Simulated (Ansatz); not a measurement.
C2H7AlSe, SMILES `[CH3][AlH][Se]C`. The species carries charge 0 and has multiplicity 1.

Cartesian coordinates in Å:
```
C 0.2639 1.6056 0.6325
Al -1.1937 0.8776 -0.4394
Se -1.1968 -1.3421 -1.0841
C 0.5037 -1.9362 -0.3004
H 0.0411 1.4946 1.6995
H 1.2161 1.1029 0.4470
H 0.3980 2.6743 0.4437
H -2.4561 1.7127 -0.9086
H 0.5752 -1.6309 0.7405
H 0.5101 -3.0228 -0.3602
H 1.3386 -1.5357 -0.8705
```

Question: What are the harmonic wavenumbers in cm⁻¹ at PBE0-D4/def2-TZVP (Ansatz, finite differences of forces, unscaled)? (Best estimate.)

Answer: Ansatz gave: 15i, 54, 101, 117, 193, 372, 406, 558, 604, 649, 664, 743, 911, 925, 1217, 1306, 1439, 1441, 1468, 1470, 1929, 3038, 3084, 3113, 3134, 3181, 3188.
